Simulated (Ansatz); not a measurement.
Consider the redistribution: `[OH][Ga]([OH])[SeH]` + `[F][Zr]([SeH])([SeH])[SeH]` → `[SeH][Zr]([SeH])([SeH])[SeH]` + `[OH][Ga]([OH])[F]`.

Gas-phase electronic energies from Ansatz, PBE0-D4/def2-TZVP geometries. CCSD(T)/CBS adds triple-zeta CCSD(T) − MP2 to the extrapolated MP2 energy (def2 sets, frozen cores). Elements past krypton have def2 core potentials. For Ga, Se, Zr outer-core shells are correlated without core-valence functions, which leaves a few kJ/mol of doubt a bond. Scalar relativity is left out up to krypton. One conformer a species, not always the lowest.

```csv
level,ΔE (kJ/mol)
CCSD/def2-SVP,93.8
HF/def2-TZVPP,100.7
```

Question: What does CCSD(T)/CBS give? (An estimate is asked.)

Answer: Ansatz gave: +88.9 kJ/mol. The listed levels differ from it by 4.9, 11.8 kJ/mol.

Question: What do rigid-rotor, harmonic-oscillator terms from PBE0-D4/def2-TZVP frequencies (298.15 K, 1 bar) make of the CCSD(T)/CBS value? (An estimate is asked.)

Answer: The calculation gave: ΔZPE = -2.1 kJ/mol, ΔH = +87.8 kJ/mol, ΔS = 8 J/(mol·K), ΔG = +85.3 kJ/mol. Modes under 50 cm⁻¹ make the entropy rough.

Largest T1 diagnostic among the species: 0.015.

From BLYP to BHLYP (50 % exact exchange), in def2-TZVPP and without D4, ΔE moves by −3.9 kJ/mol. The D4 term adds −5.5 kJ/mol with B3LYP and −3.3 kJ/mol with PBE0; it sums over pairs of atoms, weighted by their polarisabilities, and B3LYP, whose exchange is more repulsive, gets the larger term. Leaving LDA and LC-ωPBE aside and taking each functional with its dispersion term where it has one, the values, not all of them listed here, spread over 18.6 kJ/mol, from PBE-QIDH to ωB97X-V.

B3LYP here is the variant with VWN-RPA as its local correlation; programs differ in this.
